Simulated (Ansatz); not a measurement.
CF4, singlet, geometry from GFN2-xTB; BLYP-D3BJATM/cc-pVDZ (Ansatz, an electronic-structure program).

The Ansatz input:
Ansatz 0.2 input:
```yaml
crystal:
  periodic: [false, false, false]
  atoms:
    - {symbol: C, position_ang: [0.00000000, 0.00000000, -0.00000000]}
    - {symbol: F, position_ang: [0.76156680, 0.76669051, 0.74768414]}
    - {symbol: F, position_ang: [-0.74940203, -0.75691441, 0.76961488]}
    - {symbol: F, position_ang: [-0.76791520, 0.75064431, -0.75740957]}
    - {symbol: F, position_ang: [0.75575043, -0.76042041, -0.75988945]}
basis:
  gaussian:
    orbitals: cc-pVDZ
hamiltonian:
  xc: blyp
  dispersion: d3bjatm
```

Question: Predict the main parts of the log of this Ansatz run.

Answer: 
```
Functional definition: BLYP
724 factors; their error is unknown
mean field evaluation 1: about -11901.0108 eV, gradient 4.7e1 eV
mean field evaluation 2: about -11895.2145 eV, gradient 8.0e1 eV
mean field evaluation 4: about -11903.9352 eV, gradient 7.8e-1 eV
mean field evaluation 8: about -11903.8896 eV, gradient 8.3e-3 eV
mean field -11903.88964751 eV, -437.4598757999 hartree, gradient 6.8e-5 eV, S^2 0.000000; 0 other end points of the search recorded, 0 dependent functions left out
reference -11903.88978884 eV, -437.4598809937 hartree; 21, 21 occupied and 49, 49 virtual orbitals, 724 factors
Total energy: -11903.99263120 eV, -437.4636603804 hartree
```
